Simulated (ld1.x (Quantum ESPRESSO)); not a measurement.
# u(r) = r·R(r): atom against pseudo-atom (Sb)

Columns: radius, all-electron u(r) and pseudo u(r) of the 5p shell (level -4.83 eV) of antimony in the configuration [Kr] 4d10 5s2 5p3; PBE, scalar-relativistic, TM semilocal scheme, ld1.x (Quantum ESPRESSO) 7.5.

| r (bohr) | all-electron | pseudo |
| --- | --- | --- |
| 0.095 | 0.0786 | -0.0024 |
| 0.190 | -0.1465 | -0.0094 |
| 0.285 | -0.1540 | -0.0209 |
| 0.380 | -0.0052 | -0.0364 |
| 0.475 | 0.1544 | -0.0556 |
| 0.570 | 0.2554 | -0.0778 |
| 0.665 | 0.2851 | -0.1025 |
| 0.760 | 0.2559 | -0.1296 |
| 0.855 | 0.1870 | -0.1586 |
| 0.950 | 0.0960 | -0.1899 |
| 1.045 | -0.0038 | -0.2237 |
| 1.140 | -0.1037 | -0.2604 |
| 1.235 | -0.1981 | -0.3005 |
| 1.330 | -0.2840 | -0.3440 |
| 1.425 | -0.3599 | -0.3903 |
| 1.520 | -0.4254 | -0.4379 |
| 1.615 | -0.4807 | -0.4844 |
| 1.710 | -0.5264 | -0.5270 |
| 1.805 | -0.5633 | -0.5633 |
| 1.900 | -0.5922 | -0.5922 |
| 1.995 | -0.6140 | -0.6140 |
| 2.090 | -0.6293 | -0.6293 |
| 2.185 | -0.6392 | -0.6392 |
| 2.280 | -0.6440 | -0.6440 |
| 2.375 | -0.6446 | -0.6446 |
| 2.470 | -0.6416 | -0.6416 |

**Question.** How many radial nodes do the two functions have?

**Answer.** The all-electron 5p function has n − l − 1 = 3; the pseudo-wave has 0, since the states of the same l below it are removed with the core.

**Question.** At about which radius was the pseudo-wave matched?

**Answer.** 1.90 bohr, where the columns begin to agree (steps of 0.10 bohr).

**Question.** Is the pseudo-wave norm-conserving?

**Answer.** Yes: the TM semilocal scheme keeps the norm inside the radius equal to the all-electron one, which fixes the energy derivative of the logarithmic derivative at the level.
